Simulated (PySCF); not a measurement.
Nuclear quadrupole coupling in `CS[Si@@H](O)[SiH3]`

Compound: CH₈OSSi₂.
Numbering: `[CH3:1][S:2][Si@@H:3]([OH:4])[SiH3:5]` (hydrogens: H6, H7, H8 on C1; H9 on Si3; H10 on O4; H11, H12, H13 on Si5)

Geometry (GFN2-xTB, Å), atoms numbered from 1 in this order:
```xyz
13
CH8OSSi2 angstrom
C     -2.157   -0.132   -0.688
S     -1.103   -1.495   -0.117
Si     0.427   -0.336    0.892
O      1.479   -1.406    1.509
Si     1.681    0.990   -0.516
H     -2.491    0.453    0.164
H     -3.009   -0.576   -1.191
H     -1.601    0.492   -1.382
H     -0.320    0.299    1.987
H      1.205   -2.252    1.856
H      2.417    0.238   -1.536
H      0.823    1.940   -1.241
H      2.645    1.784    0.245
```

Field gradients from the PBE0/pcSseg-1 density (PySCF, non-relativistic), principal values in atomic units, ordered |Vxx| ≤ |Vyy| ≤ |Vzz|:

| atom | Vxx | Vyy | Vzz |
| --- | --- | --- | --- |
| S2 | 0.2105 | 2.1284 | -2.3388 |
| O4 | -0.4165 | -1.1323 | 1.5489 |

**Question.** Find the asymmetry η = (Vxx − Vyy)/Vzz and the couplings χ = eQV/h (234.96 MHz × Q in barn × V in au), with Q(33S) = −0.0678 b, Q(17O) = −0.0256 b.

**Answer.** 
```tsv
atom	environment	nucleus	η	χzz (MHz)	χxx (MHz)	χyy (MHz)
S2	sulfur bonded to C and Si	33S	0.82	37.26	-3.35	-33.91
O4	silanol oxygen	17O	0.46	-9.32	2.51	6.81
```

The tensor is traceless: Vxx + Vyy + Vzz = 0.

**Question.** What is Vzz at S2 in SI units (1 au = 9.71736 × 10²¹ V/m²)?

**Answer.** -2.3388 au = -22.727 × 10²¹ V/m².

**Question.** And the gradient at the other heavy atoms, for which no coupling is worked out here?

**Answer.** 
```csv
atom,environment,Vzz (au),η
C1,S-methyl carbon,0.292,0.02
Si3,oxygen-bound silicon,-0.483,0.90
Si5,SiH3 silicon,-0.040,0.42
```

**Question.** What couplings would deuterons (Q(2H) = 0.00286 b) have in place of the hydrogens, at this geometry?

**Answer.** 
```csv
atom,bonded to,bond length (Å),Vzz (au),η,χzz (kHz)
H6,C1,1.086,0.3135,0.03,211
H7,C1,1.085,0.3175,0.04,213
H8,C1,1.086,0.3131,0.04,210
H9,Si3,1.470,0.1543,0.03,104
H10,O4,0.955,0.5071,0.06,341
H11,Si5,1.465,0.1631,0.01,110
H12,Si5,1.470,0.1597,0.01,107
H13,Si5,1.463,0.1649,0.01,111
```

One conformer (not necessarily the lowest) at the GFN2-xTB geometry, without solvent, vibrations or thermal averaging. GFN2-xTB bond lengths can be off by several hundredths of an ångström, more for odd bonds, and the gradients follow them. With so small a basis the couplings can be 20 % off.

These values come from a run that also computed NMR shieldings. The run took 58 s wall (with the writing of density and orbital grids) on one thread, Intel Xeon at 2.50 GHz (x86_64), shared host, and the process peaked at 0.71 GiB of memory.
